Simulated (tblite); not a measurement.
Start geometry of `CC[SiH2][Si@H](F)S[SiH2]C` from a force field or distance geometry (Å):
```
atom  x, y, z in Å
C1    -3.8025    0.0416   -0.8403
C2    -2.6228   -0.0699    0.0910
Si3   -1.1802    1.0740   -0.2679
Si4    0.4850    0.7318    1.2814
F5     1.7363    1.6905    1.0373
S6     1.1723   -1.3025    1.3208
Si7    2.4345   -1.1761   -0.4070
C8     4.0932   -0.5037    0.0568
H9    -4.5885   -0.6667   -0.5455
H10   -3.5322   -0.1773   -1.8701
H11   -4.2448    1.0497   -0.8153
H12   -2.2594   -1.1118    0.0732
H13   -2.9682    0.1109    1.1348
H14   -0.6949    0.8143   -1.6559
H15   -1.6752    2.4949   -0.2205
H16   -0.0554    1.0243    2.6541
H17    2.5802   -2.5517   -0.9333
H18    1.7689   -0.3707   -1.4493
H19    4.7542   -0.4894   -0.8086
H20    4.0272    0.5170    0.4390
H21    4.5635   -1.1121    0.8286
```

What comes out of this run: tblite 0.8.0, GFN2-xTB geometry optimisation, gas phase?

```
atom  x, y, z in Å
C1    -3.8429    0.1141   -0.8975
C2    -2.7056   -0.0887    0.0956
Si3   -1.2506    1.1024   -0.1940
Si4    0.4209    0.6755    1.3373
F5     1.6444    1.6742    0.9585
S6     1.1912   -1.3383    1.2687
Si7    2.5379   -1.3438   -0.4177
C8     4.1271   -0.4117    0.0083
H9    -4.6686   -0.5646   -0.6899
H10   -3.5024   -0.0671   -1.9142
H11   -4.2190    1.1332   -0.8448
H12   -2.3575   -1.1220    0.0340
H13   -3.0920    0.0418    1.1090
H14   -0.8014    0.9625   -1.5917
H15   -1.7237    2.4886   -0.0531
H16    0.2852    0.9139    2.7641
H17    2.7494   -2.7695   -0.6252
H18    1.8324   -0.7248   -1.5392
H19    4.8327   -0.4466   -0.8164
H20    3.9227    0.6324    0.2308
H21    4.6107   -0.8446    0.8806
```

The energy falls by 0.223 eV over 99 L-BFGS steps, the largest force on an atom goes from 1.59 to 0.009 eV/Å, and the atoms move by 0.204 Å rms after alignment. The bond that changes most is Si4–H16 (fluorine-bound silicon to Si–H hydrogen), which shortens by 0.051 Å. Bonds longer at the end by more than 0.005 Å: 7 of 20; shorter: 10. Among the angles that change most is Si3–Si4–H16, from 109.0° to 123.6°. Among the dihedrals that turn most is H16–Si4–S6–Si7, from -161° to -145°. Rotational constants go from 1628, 497.5, 457.0 to 1599, 479.9, 439.5 MHz. The orientation of the end geometry is arbitrary; only internal coordinates are fixed.

Time: 2.1 s wall. Hardware: Arm Neoverse N1, one thread, shared host with 64 logical CPUs at a one-minute load of 56.

Its lowest GFN2-xTB frequency is 3i cm⁻¹, too small to tell a flat minimum from a shallow saddle. One conformer, not necessarily the lowest.

The numbers are calculated, not measured.
